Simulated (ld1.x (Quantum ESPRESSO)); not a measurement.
**What one change does to a pseudopotential (aluminium, TM)**

aluminium (Al), norm-conserving Troullier–Martins (Kleinman–Bylander form), made with ld1.x (Quantum ESPRESSO) 7.5 (Wu–Cohen, scalar-relativistic). Core [Ne], reference 3s2 3p0 (charge +1). Waves: 3p (bound, empty): rc 1.80 bohr; 3s (bound): rc 1.85 bohr. Local part: the s channel. Core correction: Bessel-smoothed model core inside 0.90 bohr.

Change: core correction Bessel-smoothed model core inside 1.64 bohr.

Cutoffs: the cutoffs (Ry, on a coarse ladder) from which the occupation-weighted sum of valence levels, in a spherical-Bessel basis at the reference potential, stays within 10 and 1 mRy of its value at 400 Ry; they do not see the model core or the augmentation charge, which bear on the density cutoff. Errors are all-electron minus pseudo energies relative to the spin-unpolarised reference configuration.

Task: Predict the effect on cutoff, ghosts and configuration errors.

Result: The potential gets neither clearly harder nor softer (10 Ry and 30 Ry → 10 Ry and 30 Ry); of the 7 tests that both files solve, the error grows in 4 and shrinks in 0 by more than 15 % and 0.3 meV (median size 1.4 → 2.5 meV); neither file shows a bound ghost. A wider model core is smoother and lowers the density cutoff, which this test does not measure.

| quantity | base | changed |
| --- | --- | --- |
| cutoff, loose | 10 Ry | 10 Ry |
| cutoff, tight | 30 Ry | 30 Ry |
| bound ghosts | none | none |
| error for 3s2 3p1, meV [ΔE -5.74 eV] | +2.9 | +2.8 |
| error for 3s1 3p0, meV [ΔE 19.19 eV] | +0.2 | -2.5 |
| error for 3s2 3p0.5, meV [ΔE -3.67 eV] | +1.0 | +0.9 |
| error for 3s1 3p2, meV [ΔE -0.61 eV] | -0.6 | -1.0 |
| error for 3s1 3p1, meV [ΔE 5.80 eV] | -1.4 | -2.5 |
| error for 3s0 3p3, meV [ΔE 4.68 eV] | -6.5 | -8.4 |
| error for 3s2 3p1.3, meV [ΔE -6.30 eV] | +4.0 | +3.9 |
| s: phases at 2.00 bohr within 0.05 rad from the reference energy up to (Ry; the scan ends near 5) | 3.3 | 3.3 |
| p: phases at 2.00 bohr within 0.05 rad from the reference energy up to (Ry; the scan ends near 5) | 0.3 | 0.3 |
